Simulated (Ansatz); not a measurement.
Consider the cleavage of the Si–Si bond: `F[Si](Cl)(Cl)[SiH2]Cl` + HI → `F[Si](Cl)(Cl)I` + `[SiH3]Cl`.

Isolated molecules relaxed with PBE0-D4/def2-TZVP in Ansatz; ΔE leaves out vibrations. CCSD(T)/CBS is the MP2 limit (def2-TZVPP, def2-QZVPP) plus CCSD(T) − MP2 in def2-TZVPP, frozen cores. This one scheme is used for every species. Functionals use def2-TZVPP. def2 core potentials past Kr. For I outer-core shells are correlated without core-valence functions, which leaves a few kJ/mol of doubt a bond. Each species was taken in one conformer, which may not be the lowest.

```tsv
species	B2PLYP energy (Eh)
`F[Si](Cl)(Cl)[SiH2]Cl`	-2060.28503
HI	-298.13822
`F[Si](Cl)(Cl)I`	-1607.15026
`[SiH3]Cl`	-751.30349
```

Task: Work out ΔE.

Result: ΔE = (-1607.15026) + (-751.30349) − (-2060.28503) − (-298.13822) = -0.03050 Eh = -80.1 kJ/mol. CCSD(T)/CBS gives -82.8 kJ/mol.

Largest T1 diagnostic among the species: 0.011.

From PBE to PBE0 (25 % exact exchange), in def2-TZVPP and without D4, ΔE moves by −5.6 kJ/mol.
